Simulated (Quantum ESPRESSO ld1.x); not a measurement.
Results of a calculation; reference values are marked as such.
Problem. All-electron atom: Ar in [Ne] 3s2 3p5 4f1 (not the ground configuration). Level of theory: scalar-relativistic Kohn-Sham, LDA (Slater exchange, VWN5 correlation), spin-unpolarised, spherical densities, point nucleus (ld1.x of Quantum ESPRESSO 7.5). Some entries of the table are withheld. Estimate them.

orbital  occ.  eigenvalue (Ry)  <1/r> (bohr^-1)
1s          2              (1)            17.65
2s          2              (2)            3.542
2p          6         -17.7934            3.450
3s          2              (3)            1.018
3p          5          -1.5079           0.8816
4f          1          -0.0325          0.06224

Solution. 
(1) 1s eigenvalue (Ry): -229.5234
(2) 2s eigenvalue (Ry): -22.6482
(3) 3s eigenvalue (Ry): -2.5685
